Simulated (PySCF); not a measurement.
Species: AsP3SeOO nortricyclane, AsO2P3Se.
Structure used (PBE0-D3(BJ)/def2-SVP), in Å, numbered top down from 1:
```
atom  x, y, z in Å
As1   -1.6227   -0.3778   -0.0920
Se2   -0.3778   -0.0576   -2.1037
P3     1.5214    0.3390   -0.9875
P4     0.6981    1.2939    0.8885
O5    -0.9437    1.0878    0.7149
P6     1.1948   -0.9395    0.8488
O7    -0.3782   -1.4477    0.6625
```

A calculation gives these core lines: O 1s: 538.40 eV; P 1s: 2150.14 (area 1), 2150.91 (area 2) eV; P 2p3/2: 136.57 (area 1), 137.25 (area 2) eV.

The calculation used delta-SCF UKS SCAN, pcX-2 on the ionised atom, pcseg-1 elsewhere, spin-free X2C in PySCF 2.14.0. One conformer (not necessarily the lowest) at the PBE0-D3(BJ)/def2-SVP geometry, without solvent, vibrations or thermal averaging.

(1) Order the phosphorus atoms by P 1s binding energy.

(2) Assign the P 2p3/2 lines to atoms.

Answers

(1) 2150.14 eV: P3 (phosphorus bonded to 2 P and Se); 2150.91 eV: P4/P6 (phosphorus bonded to O and 2 P). The listed P 1s values span 0.77 eV, from P3 (bonded to Se and 2 P) to P4/P6 (bonded to O and 2 P).

(2) 136.57 eV: P3 (phosphorus bonded to 2 P and Se); 137.25 eV: P4/P6 (phosphorus bonded to O and 2 P). Lowest listed P 2p3/2: P3, bonded to Se and 2 P. Highest, 0.68 eV above it: P4/P6, bonded to O and 2 P.

Bonded neighbours of each site: P3: Se and 2 P; P4/P6: O and 2 P; O5/O7: P and As.

Question: What is the longest wavelength that can ionise P 2p3/2 of P4/P6 vertically?

Answer: λ = hc/E = 12398.42 eV Å / 137.25 eV = 90.335 Å.

Atoms equivalent by their bonding share one computed value, that of the first of them. Spin–orbit and ligand-field terms were added within each 2p shell after the spin-free SCF. 2p1/2 minus 2p3/2 (ligand field included): P 0.89 eV. No level of arsenic or selenium is listed.

On Arm Neoverse V1, one thread, shared host, this took 34 s and 0.65 GiB of memory at its peak.
